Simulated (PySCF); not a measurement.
**A ladder of Hamiltonians for Eu(57+) (europium, charge +57)**

Occupied: 1s1/2, 2s1/2, 2p1/2. Hartree-Fock calculated with PySCF 2.14 in an uncontracted even-tempered set (19 s from 12 bohr⁻², ratio 2.3; 15 p from 15 bohr⁻², ratio 2.3), Gaussian nucleus throughout. NR is non-relativistic, sf-X2C the spin-free one-electron X2C Hamiltonian, X2C adds the bare one-electron spin-orbit term, X2C-SNSO screens it by Boettger's factors, DC is four-component Dirac-Coulomb, and the Gaunt and Breit terms are added at first order (total energies over the DC spinors, levels after relaxing the spinors in that mean field). QED terms are absent. Levels marked empty are virtual spinors of this ion.

```json
{"Hamiltonian": "X2C", "E (hartree)": "-6109.3048", "E − E(DC) (hartree)": "1.1921", "CPU seconds": "0.21"}
{"Hamiltonian": "X2C-SNSO", "E (hartree)": "-6107.9515", "E − E(DC) (hartree)": "2.5454", "CPU seconds": "0.21"}
{"Hamiltonian": "DC", "E (hartree)": "-6110.4969", "E − E(DC) (hartree)": "0.0000", "CPU seconds": "8.6"}
{"Hamiltonian": "DC+Gaunt", "E (hartree)": "-6104.3542", "E − E(DC) (hartree)": "6.1428", "CPU seconds": "18"}
{"Hamiltonian": "DC+Breit", "E (hartree)": "-6104.6718", "E − E(DC) (hartree)": "5.8252", "CPU seconds": "57"}
```

```
   level (eV)       X2C  X2C-SNSO        DC  DC+Gaunt  DC+Breit
        1s1/2  -54390.6  -54392.1  -54431.1  -54307.6  -54311.6
        2s1/2  -12945.7  -12946.1  -12951.3  -12938.7  -12939.9
        2p1/2  -12755.0  -12736.9  -12741.8  -12715.7  -12718.8
2p3/2 (empty)  -11739.0  -11745.9  -11746.8  -11734.1  -11737.1
3s1/2 (empty)   -5411.5   -5411.6   -5412.9   -5409.4   -5409.9
```

Weight of the small component: 1s1/2 0.0552, 2s1/2 0.0131, 2p1/2 0.0130, 2p3/2 0.0121, 3s1/2 0.00538.

Koopmans' value for the highest occupied level at DC+Breit: 12718.8 eV, against an ionisation energy of 12718 ± 6 eV (theoretical estimate listed by NIST; NIST Atomic Spectra Database, ionization energies); the former lacks relaxation, correlation, QED and recoil.

The whole ladder took 87 s of wall time on 1 thread of Intel(R) Xeon(R) 6975P-C (shared host), launched as `OMP_NUM_THREADS=1 python relrun2.py TASK.json OUT` (a driver that calls PySCF for each Hamiltonian).

Dirac-Coulomb iterations, started from the X2C spinors:

```
with_ssss True, with_gaunt False, with_breit False
light speed = 137.03599967994
init E= -6071.10883574005
cycle= 1 E= -6110.49661953184  delta_E= -39.4  |g|= 1.86  |ddm|= 0.0887
cycle= 2 E= -6110.49694467138  delta_E= -0.000325  |g|= 0.00655  |ddm|= 0.00146
cycle= 3 E= -6110.49694469102  delta_E= -1.96e-08  |g|= 6.26e-05  |ddm|= 2.33e-05
```
